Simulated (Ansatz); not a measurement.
Reaction (formal exchange of groups at the Si–S bond): `C=C(N)S[SiH3]` + `CSCF` → `FCSC[SiH3]` + `C=C(N)S`

Computed with Ansatz on PBE0-D4/def2-TZVP structures; ΔE is electronic, products minus reactants. CCSD(T)/CBS is the MP2 limit (def2-TZVPP, def2-QZVPP) plus CCSD(T) − MP2 in def2-TZVPP, frozen cores. DFT in def2-TZVPP. Each species was taken in one conformer, which may not be the lowest.

`C=C(N)S[SiH3]`:

Z-matrix (Å, degrees):
```
Si
S 1 2.145
H 1 1.483 2 110.7
H 1 1.485 2 113.1 3 -123.9
H 1 1.485 2 103.7 3 118.6
C 2 1.773 1 99.1 3 50.1
N 6 1.388 2 114.1 1 45.0
C 6 1.333 2 120.4 1 -133.0
H 7 1.009 6 114.4 2 44.0
H 7 1.010 6 114.2 2 175.4
H 8 1.080 6 120.9 2 6.6
H 8 1.084 6 120.7 2 -174.2
```

`CSCF`:

Z-matrix (Å, degrees):
```
C
S 1 1.799
H 1 1.091 2 111.0
H 1 1.090 2 110.8 3 122.9
H 1 1.090 2 106.9 3 -118.6
C 2 1.777 1 99.9 3 -61.6
F 6 1.381 2 113.2 1 -71.9
H 6 1.092 2 106.9 1 168.7
H 6 1.093 2 110.7 1 48.7
```

`FCSC[SiH3]`:

```xyz
12

F    -2.282    0.901    1.127
C    -1.615    1.081   -0.069
S     0.072    1.594    0.156
C     0.798    0.053    0.779
Si    1.158   -1.164   -0.609
H    -1.670    0.139   -0.619
H    -2.111    1.876   -0.629
H     1.734    0.342    1.263
H     0.155   -0.355    1.561
H    -0.080   -1.437   -1.387
H     2.178   -0.578   -1.513
H     1.664   -2.452   -0.060
```

`C=C(N)S`:

```xyz
9

C     0.696    0.500    0.831
C    -0.178   -0.063   -0.006
N    -0.671    0.518   -1.161
S    -0.963   -1.624    0.282
H     1.182    1.433    0.567
H     0.919    0.067    1.794
H    -0.750   -0.102   -1.953
H    -0.253    1.405   -1.393
H     0.018   -2.134    1.039
```

| level | ΔE (kJ/mol) |
| --- | --- |
| PBE | 67.9 |
| SCS-MP2/def2-QZVPP | 70.1 |

Question: What does CCSD(T)/CBS give? (Estimate.)

Answer: The calculation gave: +68.2 kJ/mol. The listed levels differ from it by -0.3, 1.9 kJ/mol.

Largest T1 diagnostic among the species: 0.012.
